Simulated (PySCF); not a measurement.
# Spin-rotation constants: C5H10AsBN2

Cartesian coordinates in Å; atom numbers follow the order of the lines, from 1:
```xyz
19

N     5.087   -0.900    1.040
C     4.110   -0.415    0.675
C     2.950    0.155    0.250
C     1.918    0.671   -0.111
C     0.690    1.260   -0.569
C    -0.022    0.365   -1.598
B    -0.475   -1.075   -1.095
N    -0.365   -1.442    0.231
As   -2.817    0.722    0.819
H     0.030    1.429    0.292
H     0.920    2.235   -1.011
H    -0.918    0.900   -1.932
H     0.615    0.270   -2.480
H    -0.950   -1.832   -1.855
H     0.102   -0.884    0.929
H    -0.622   -2.352    0.575
H    -3.608   -0.445    0.339
H    -2.591    0.023    2.123
H    -4.065    1.325    1.384
```

Method used: GIAO B3LYP/pcSseg-1 magnetisability, rotational g tensor and spin-rotation constants, non-relativistic, gas phase in PySCF. Geometry: GFN2-xTB.

The bonding changed while the geometry was optimised; results refer to the coordinates, not to the name. The calculation is non-relativistic, which matters for the atoms heavier than Zn.

(1) Give the nuclear spin-rotation constants along the inertial axes (H = +C I·J) beside the isotropic shieldings.

Results:

(1) Rotational constants 2.1665, 0.3407, 0.3362 GHz. A star marks the isotopologue with that one atom substituted, in its own axes.
| atom | isotope | Caa (kHz) | Cbb (kHz) | Ccc (kHz) | mean (kHz) | σ (ppm) |
| --- | --- | --- | --- | --- | --- | --- |
| N1 | 14N | 0.123 | 0.071 | 0.072 | 0.089 | -36.3 |
| B7 | 11B | 0.369 | 0.123 | 0.112 | 0.201 | 56.1 |
| N8 | 14N | 0.106 | 0.025 | 0.041 | 0.057 | 141.7 |
| As9 | 75As | 2.145 | 0.336 | 0.341 | 0.941 | 1923.1 |
| H10 | 1H | -0.109 | -0.010 | -0.033 | -0.051 | 28.7 |
| H11 | 1H | -0.236 | -0.031 | 0.005 | -0.087 | 29.2 |
| H12 | 1H | -0.034 | -0.035 | -0.028 | -0.033 | 30.5 |
| H13 | 1H | -0.138 | -0.008 | -0.037 | -0.061 | 30.3 |
| H14 | 1H | -0.190 | -0.002 | -0.007 | -0.067 | 26.9 |
| H15 | 1H | -0.227 | -0.008 | -0.017 | -0.084 | 27.6 |
| H16 | 1H | -0.260 | -0.034 | 0.016 | -0.092 | 27.2 |
| H17 | 1H | -0.194 | -0.032 | -0.007 | -0.077 | 30.0 |
| H18 | 1H | -0.226 | -0.005 | -0.028 | -0.086 | 29.9 |
| H19 | 1H | -0.015 | -0.032 | -0.033 | -0.026 | 29.8 |
| C2 | 13C* | 0.199 | 0.129 | 0.130 | 0.153 | 72.3 |
| C3 | 13C* | 0.213 | 0.092 | 0.094 | 0.133 | 120.0 |
| C4 | 13C* | 0.149 | 0.122 | 0.122 | 0.131 | 89.4 |
| C5 | 13C* | 0.288 | 0.052 | 0.050 | 0.130 | 165.9 |
| C6 | 13C* | 0.295 | 0.062 | 0.052 | 0.137 | 158.6 |

For the geometry as given, no vibrational averaging.
